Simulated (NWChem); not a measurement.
The numbers come from NWChem runs, not from measurements. System: H6Ge2, charge 1, spin multiplicity 2, at the geometry of a parent with another charge or spin, in a state set for the comparison that need not be this species' ground state. Its SCF solution wasn't tested for a lower state. Level: UHF/def2-TZVP.

Input file:

```
start mol
memory heap 200 mb stack 900 mb global 1100 mb
charge 1
geometry units angstroms nocenter noautoz
  Ge     1.218686     0.051580    -0.000022
  Ge    -1.218686    -0.051580    -0.000022
  H      1.728116     0.794244     1.262937
  H      1.729420     0.806647    -1.255301
  H      1.820743    -1.378095    -0.006947
  H     -1.728116    -0.794244     1.262937
  H     -1.729420    -0.806647    -1.255301
  H     -1.820743     1.378095    -0.006947
  symmetry group C2
end
basis spherical
  * library def2-tzvp
end
scf
  uhf
  nopen 1
  maxiter 100
  thresh 1e-7
  semidirect memsize 60000000 filesize 0
  # guess.movecs holds the orbitals of an unrestricted PBE0 run
  vectors input guess.movecs output mol.movecs
end
task scf energy
```

Part of the output:

```
             Northwest Computational Chemistry Package (NWChem) 7.3.0
             --------------------------------------------------------

                                NWChem Input Module
                                -------------------

 Scaling coordinates for geometry "geometry" by  1.889725989
 (inverse scale =  0.529177249)

 Turning off AUTOSYM since
 SYMMETRY directive was detected!

                             Geometry "geometry" -> ""
                             -------------------------

 Output coordinates in angstroms (scale by  1.889725989 to convert to a.u.)

  No.       Tag          Charge          X              Y              Z
 ---- ---------------- ---------- -------------- -------------- --------------
    1 Ge                  32.0000     1.21868600     0.05158000    -0.00002200
    2 Ge                  32.0000    -1.21868600    -0.05158000    -0.00002200
    3 H                    1.0000     1.72811600     0.79424400     1.26293700
    4 H                    1.0000     1.72942000     0.80664700    -1.25530100
    5 H                    1.0000     1.82074300    -1.37809500    -0.00694700
    6 H                    1.0000    -1.72811600    -0.79424400     1.26293700
    7 H                    1.0000    -1.72942000    -0.80664700    -1.25530100
    8 H                    1.0000    -1.82074300     1.37809500    -0.00694700

 Effective nuclear repulsion energy (a.u.)     320.6955737627

            Nuclear Dipole moment (a.u.)
            ----------------------------
        X                 Y               Z
 ---------------- ---------------- ----------------
     0.0000000000     0.0000000000    -0.0000566918

      Symmetry information
      --------------------

 Group name             C2
 Group number              4
 Group order               2
 No. of unique centers     4

      Symmetry unique atoms

     1    3    4    5


 Summary of "ao basis" -> "" (spherical)
 ------------------------------------------------------------------------------
       Tag                 Description            Shells   Functions and Types
 ---------------- ------------------------------  ------  ---------------------
[...]
  --------------------------------------

    Atom       Charge   Shell Charges
 -----------   ------   -------------------------------------------------------
    1 Ge  32    31.91   2.00  2.00  1.16  0.80  0.82  0.64  5.98  4.43  1.56  1.43  0.88  8.91  1.10  0.05  0.12  0.02
    2 Ge  32    31.91   2.00  2.00  1.16  0.80  0.82  0.64  5.98  4.43  1.56  1.43  0.88  8.91  1.10  0.05  0.12  0.02
    3 H    1     0.86   0.21  0.55  0.09  0.01
    4 H    1     0.86   0.21  0.55  0.09  0.01
    5 H    1     0.86   0.21  0.55  0.09  0.01
    6 H    1     0.86   0.21  0.55  0.09  0.01
    7 H    1     0.86   0.21  0.55  0.09  0.01
    8 H    1     0.86   0.21  0.55  0.09  0.01

  Mulliken analysis of the alpha density
  --------------------------------------

    Atom       Charge   Shell Charges
 -----------   ------   -------------------------------------------------------
    1 Ge  32    16.14   1.00  1.00  0.58  0.40  0.41  0.32  2.99  2.22  0.78  0.84  0.48  4.45  0.55  0.04  0.07  0.01
    2 Ge  32    16.14   1.00  1.00  0.58  0.40  0.41  0.32  2.99  2.22  0.78  0.84  0.48  4.45  0.55  0.04  0.07  0.01
    3 H    1     0.45   0.11  0.29  0.05  0.01
    4 H    1     0.45   0.11  0.29  0.05  0.01
    5 H    1     0.45   0.11  0.29  0.05  0.01
    6 H    1     0.45   0.11  0.29  0.05  0.01
    7 H    1     0.45   0.11  0.29  0.05  0.01
    8 H    1     0.45   0.11  0.29  0.05  0.01

   Mulliken analysis of the beta density
   -------------------------------------

    Atom       Charge   Shell Charges
 -----------   ------   -------------------------------------------------------
    1 Ge  32    15.77   1.00  1.00  0.58  0.40  0.41  0.33  2.99  2.21  0.79  0.59  0.40  4.46  0.55  0.02  0.05  0.01
    2 Ge  32    15.77   1.00  1.00  0.58  0.40  0.41  0.33  2.99  2.21  0.79  0.59  0.40  4.46  0.55  0.02  0.05  0.01
    3 H    1     0.41   0.10  0.26  0.04  0.00
    4 H    1     0.41   0.10  0.26  0.04  0.00
    5 H    1     0.41   0.10  0.26  0.04  0.00
    6 H    1     0.41   0.10  0.26  0.04  0.00
    7 H    1     0.41   0.10  0.26  0.04  0.00
    8 H    1     0.41   0.10  0.26  0.04  0.00

   Mulliken analysis of the spin density
   -------------------------------------

    Atom       Charge   Shell Charges
 -----------   ------   -------------------------------------------------------
    1 Ge  32     0.37  -0.00  0.00  0.00 -0.00  0.01 -0.01  0.00  0.01 -0.01  0.25  0.08 -0.00  0.00  0.02  0.02  0.00
    2 Ge  32     0.37  -0.00  0.00  0.00 -0.00  0.01 -0.01  0.00  0.01 -0.01  0.25  0.08 -0.00  0.00  0.02  0.02  0.00
    3 H    1     0.05   0.01  0.03  0.01  0.00
    4 H    1     0.04   0.01  0.03  0.01  0.00
    5 H    1     0.04   0.01  0.03  0.01  0.00
    6 H    1     0.05   0.01  0.03  0.01  0.00
    7 H    1     0.04   0.01  0.03  0.01  0.00
    8 H    1     0.04   0.01  0.03  0.01  0.00

       Multipole analysis of the density wrt the origin
       ------------------------------------------------

     L   x y z        total         alpha         beta         nuclear
     -   - - -        -----         -----         ----         -------
     0   0 0 0      1.000000    -35.000000    -34.000000     70.000000

     1   1 0 0      0.000000     -0.000000      0.000000      0.000000
     1   0 1 0      0.000000      0.000000      0.000000      0.000000
     1   0 0 1     -0.000022     -0.000127      0.000162     -0.000057

     2   2 0 0    -17.750592   -215.696066   -207.860573    405.806047
     2   1 1 0      0.344899     -8.065618     -7.801649     16.212166
     2   1 0 1     -0.000000     -0.000000     -0.000000      0.000000
     2   0 2 0    -25.874148    -25.386662    -23.812139     23.324654
     2   0 1 1      0.000000      0.000000      0.000000     -0.000000
     2   0 0 2    -25.887496    -25.048680    -23.485354     22.646538

 Task  times  cpu:        5.7s     wall:        5.7s

 Total times  cpu:        5.7s     wall:        5.7s
```
